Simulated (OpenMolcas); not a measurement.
**Computed transition rates of Sb IV**

| Property | Result |
| --- | --- |
| Program | OpenMolcas |
| Method | CASSCF |
| Basis | ANO-RCC-VTZP [7s6p4d2f1g] |
| Scalar Hamiltonian | DKH2, point nucleus |
| Active space | 2 electrons in 4 orbitals (5s 5p) |
| State averaging | 2S+1 = 3 even, 3 roots; 2S+1 = 1 even, 7 roots; 2S+1 = 3 odd, 3 roots; 2S+1 = 1 odd, 3 roots |
| Spin-orbit coupling | RASSI with atomic mean-field integrals over the reference wave functions, term energies averaged over their components |

Rates come from the transition moments of the reference wave functions (E1 and E2 in the length form). At fixed line strength A goes as λ^-3 for E1 and M1 and as λ^-5 for E2, so a rate at the computed wavelength can be rescaled to the measured one. Measured vacuum wavelengths follow from level energies in Moore, Atomic Energy Levels, vol. III, NSRDS-NBS 35 (1971 reprint of NBS Circular 467, 1958). Branching counts decays inside the model space alone, at computed energies, and the table is only a selection of the E1 lines, drawn from those between levels with measured partners whose computed energy lies within a factor of 1.5 of the measured one.

| Upper | Lower | Type | λ computed (nm) | λ measured (nm) | A computed (s-1) | A rescaled (s-1) | Branching % |
| --- | --- | --- | --- | --- | --- | --- | --- |
| 5p2 3P0 | 5s 5p 3P* 1 | E1 | 113.9 | 117.1 | 4.26e+09 | 3.92e+09 | 99.6 |
| 5p2 3P2 | 5s 5p 3P* 2 | E1 | 111.6 | 109.9 | 3.03e+09 | 3.17e+09 | 68.5 |
| 5p2 3P1 | 5s 5p 3P* 2 | E1 | 116.1 | 119.3 | 1.68e+09 | 1.55e+09 | 36.6 |
| 5p2 1D2 | 5s 5p 1P* 1 | E1 | 154.8 | 166.7 | 1.49e+09 | 1.19e+09 | 71.7 |
| 5p2 3P2 | 5s 5p 3P* 1 | E1 | 105.6 | 103.3 | 1.31e+09 | 1.40e+09 | 29.6 |
| 5p2 3P1 | 5s 5p 3P* 1 | E1 | 109.6 | 111.5 | 1.19e+09 | 1.13e+09 | 26.0 |
| 5p2 1D2 | 5s 5p 3P* 2 | E1 | 99.94 | 119.9 | 5.23e+08 |  | 25.1 |
| 5p2 3P2 | 5s 5p 1P* 1 | E1 | 184.6 | 148 | 8.45e+07 |  | 1.9 |
| 5p2 1D2 | 5s 5p 3P* 1 | E1 | 95.12 | 112 | 6.72e+07 |  | 3.2 |

Spin-changing lines and M1 lines between different terms are not rescaled, since their strength hangs on the term gaps too.

The largest correction is for 5p2 1D2 → 5s 5p 1P* 1 (E1): 1.49e+09 × (154.8 / 166.7)^3 = 1.19e+09 s-1, a factor of 0.80.

The computed rate and branching of 5p2 3P0 → 5s 5p 3P* 1 give the upper level a radiative lifetime of 0.996 / 4.26e+09 s-1 = 2.34e-10 s, counting decays inside the model space alone. The rescaled rate gives about 2.5e-10 s.

The computed order of these levels differs from the measured one in 1 place, and where term gaps are wrong the rates of spin-changing lines can be off by large factors.

No measured rate stands beside these. Rescaling mends the energy factor alone: line strengths can still be far off where a level mixes with configurations outside the active space, and weak or spin-changing lines hang on small mixing coefficients that depend on the term gaps too, so rescaling need not improve them.

Some levels mix across a computed gap that differs much from the measured one, so their mixing is not that of the real levels. The ¹D term of p² mixes with s d, which this space lacks. Computed and measured levels are paired by configuration, term and J; levels that our copy of the source lacks, or whose pairing is in doubt (as where it misses far off the trend of its configuration), stay unpaired. Only configurations of the active space appear.

* marks odd parity.
